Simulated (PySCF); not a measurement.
Internal rotation in C11H16O, SMILES COc1ccccc1C(C)(C)C. Scanned: dihedral C1–O2–C3–C4; all other coordinates were relaxed at GFN2-xTB. Points at φ and −φ are mirror images.

Geometry of the scan point at 120° (Å):
```
28

C      1.1942     2.1430     1.7055
O      0.4171     1.2876     0.8943
C      1.0683     0.3511     0.1041
C      0.6939    -0.9566     0.4141
C      1.2284    -2.0465    -0.2373
C      2.1753    -1.8250    -1.2188
C      2.4920    -0.5301    -1.5800
C      1.9199     0.5964    -0.9864
C      2.2192     1.9678    -1.5932
C      3.3845     2.6419    -0.8537
C      0.9597     2.8458    -1.5991
C      2.6432     1.8486    -3.0685
H      2.1562     1.6899     1.9592
H      1.3577     3.1199     1.2404
H      0.6241     2.2921     2.6254
H     -0.0200    -1.0852     1.2139
H      0.9236    -3.0474     0.0283
H      2.6500    -2.6536    -1.7231
H      3.2070    -0.3990    -2.3747
H      3.6470     3.5737    -1.3512
H      4.2554     1.9888    -0.8665
H      3.1469     2.8654     0.1798
H      1.2146     3.8574    -1.9102
H      0.2415     2.4393    -2.3091
H      0.4676     2.8964    -0.6373
H      2.6268     2.8386    -3.5201
H      3.6533     1.4609    -3.1746
H      1.9571     1.2119    -3.6223
```

Method: restricted Hartree-Fock/3-21G, density fitting // GFN2-xTB in PySCF.

Scanned values (°): -165, -150, -135, -120, -105, -90, -75, -60, -45, -30, -15, 0, 15, 30, 45, 60, 75, 90, 105, 120, 135, 150, 165, 180.

Locate the minima and the barriers on this grid.

Lower than their neighbours: 0° (0.0 kJ/mol). Higher than their neighbours: 180° (95.7 kJ/mol). The whole profile spans 95.7 kJ/mol.
